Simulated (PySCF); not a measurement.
## Adding and removing an electron: LiSb

r²SCAN; basis Li aug-cc-pVDZ, Sb aug-cc-pVDZ-PP with ECP28; scalar-relativistic core potentials; PySCF 2.14. Neutral (UKS): triplet (π ↑↑), Re = 2.635 Å, ωe = 391 cm⁻¹, De = 1.57 eV, HOMO -3.99 eV, LUMO -2.52 eV.

LiSb⁺ (UKS): quartet (σ ↑, π ↑↑), Re = 2.987 Å, ωe = 210 cm⁻¹, De = 0.47 eV to Li⁺ + Sb. The energies at the minima are -247.84137 hartree for LiSb and -247.60324 for LiSb⁺.

(1) Work out the adiabatic ionisation energy, without and with harmonic zero-point energies (1 hartree = 27.2114 eV, 1 eV = 8065.5 cm⁻¹), and the change of the bond length.

Weak bonds: LiSb⁺. Basis-set superposition, not corrected here, can be much of De in a small basis, most of all at correlated wavefunction levels. Spin–orbit coupling is left out, which matters for elements this heavy, above all for dissociation energies. For an ion De counts to the pair picked by the measured ionisation energies or electron affinities, which need not be the lowest pair at this level. States were picked by a PBE0 search and need not be the measured ground states.

Answers

(1) At r²SCAN: 0.23813 hartree = 6.480 eV between the minima; the zero-point term (210.0 − 391.0)/2 cm⁻¹ = -0.011 eV makes it 6.469 eV. Re changes by +35.2 pm against the neutral. The electron leaves a σ orbital, and the ion is left as a loose complex of an ion and an atom.
